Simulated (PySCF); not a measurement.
C5H4O2, SMILES C=C=C1OC=CO1. Atoms are numbered in the order given.

```xyz
11

C      0.0000     0.0000     2.9031
C      0.0000     0.0000     1.5921
C      0.0000     0.0000     0.2753
O      0.0000     1.1265    -0.5265
C      0.0000     0.6681    -1.8289
C      0.0000    -0.6681    -1.8289
O      0.0000    -1.1265    -0.5265
H      0.9312     0.0000     3.4885
H     -0.9312     0.0000     3.4885
H      0.0000     1.4155    -2.6147
H      0.0000    -1.4155    -2.6147
```

Geometry: TPSSh-D3(BJ)/def2-SVP. The structure was generated by enumeration, and PubChem lists no compound with its InChIKey, so it may never have been made.

Two levels are set side by side: PBE/pcSseg-1 (PySCF) and KT2/pcSseg-1 (PySCF). GIAO shifts against H2O (¹⁷O), TMS (¹H), TMS (¹³C) at the same level; non-relativistic, no solvent, atoms listed together averaged. Differences are taken from unrounded values.

```csv
quantity,PBE
δ(¹³C) of C1 (ppm),115.8
δ(¹³C) of C2 (ppm),218.3
δ(¹³C) of C3 (ppm),167.8
"δ(¹⁷O) of O4, O7 (ppm)",176.1
"δ(¹³C) of C5, C6 (ppm)",137.1
"δ(¹H) of H8, H9 (ppm)",7.23
"δ(¹H) of H10, H11 (ppm)",7.00
```

Question: These are the PBE values. What does KT2 give? (Estimate from the structure and the level; the computed values follow.)

Answer: 
```tsv
quantity	KT2	PBE minus KT2
δ(¹³C) of C1 (ppm)	109.1	6.7
δ(¹³C) of C2 (ppm)	203.9	14.4
δ(¹³C) of C3 (ppm)	161.3	6.4
δ(¹⁷O) of O4, O7 (ppm)	164.3	11.8
δ(¹³C) of C5, C6 (ppm)	130.9	6.2
δ(¹H) of H8, H9 (ppm)	7.09	0.14
δ(¹H) of H10, H11 (ppm)	7.10	-0.10
```

Rough cost on one machine, each run with all the roots and properties that it gave: KT2 against PBE within a factor of 2.
